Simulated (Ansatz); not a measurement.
Consider the formal exchange of groups at the Si–C bond: `C#C[SiH2]F` + GeH₄ → `F[SiH2][GeH3]` + acetylene.

Calculated with Ansatz (gas phase, PBE0-D4/def2-TZVP geometries, no zero-point term in ΔE). CCSD(T)/CBS adds triple-zeta CCSD(T) − MP2 to the extrapolated MP2 energy (def2 sets, frozen cores). This one scheme is used for every species. Functionals use def2-TZVPP. For Ge outer-core shells are correlated without core-valence functions, which leaves a few kJ/mol of doubt a bond. Scalar relativity is left out up to krypton.

`C#C[SiH2]F`:

Cartesian coordinates in Å:
```
C -1.641 0.770 0.760
C -0.633 0.296 0.296
Si 0.877 -0.395 -0.441
F 1.575 -1.369 0.612
H -2.531 1.186 1.173
H 0.531 -1.185 -1.642
H 1.822 0.697 -0.759
```

GeH₄:

Z-matrix (Å, degrees):
```
Ge
H 1 1.534
H 1 1.534 2 109.5
H 1 1.534 2 109.5 3 -120.0
H 1 1.534 2 109.5 3 120.0
```

`F[SiH2][GeH3]`:

Z-matrix (Å, degrees):
```
Si
Ge 1 2.380
F 1 1.606 2 109.6
H 1 1.485 2 111.2 3 -119.0
H 1 1.486 2 111.2 3 119.0
H 2 1.539 1 108.9 3 179.7
H 2 1.536 1 110.9 3 60.3
H 2 1.536 1 110.9 3 -60.9
```

`C#C`:

Cartesian coordinates in Å:
```
C -0.218 0.472 0.297
C 0.218 -0.472 -0.297
H -0.605 1.311 0.825
H 0.605 -1.311 -0.825
```

| level | ΔE (kJ/mol) |
| --- | --- |
| PBE0-D4 | 27.1 |
| CAM-B3LYP-D4 | 35.0 |
| ωB97X-V | 32.1 |
| r2SCANh | 33.4 |
| CCSD/def2-TZVPP | 35.6 |
| HF/def2-QZVPP | 45.4 |
| MP2/CBS(def2) | 38.2 |
| CCSD/CBS(def2) | 32.5 |

(1) What does CCSD(T)/CBS give? (Best estimate.)

Largest T1 diagnostic among the species: 0.013.

Results:

(1) The calculation gave: +32.7 kJ/mol. The listed levels differ from it by -5.6, 2.3, -0.6, 0.7, 2.9, 12.7, 5.5, -0.2 kJ/mol.

In def2-TZVPP, CCSD(T) changes the Hartree–Fock value by −8.8 kJ/mol (the triples alone add +0.2 kJ/mol) and MP2 by −3.4 kJ/mol. Leaving LDA and LC-ωPBE aside and taking each functional with its dispersion term where it has one, the values, not all of them listed here, spread over 15.8 kJ/mol, from PBE-D4 to B97M-V.
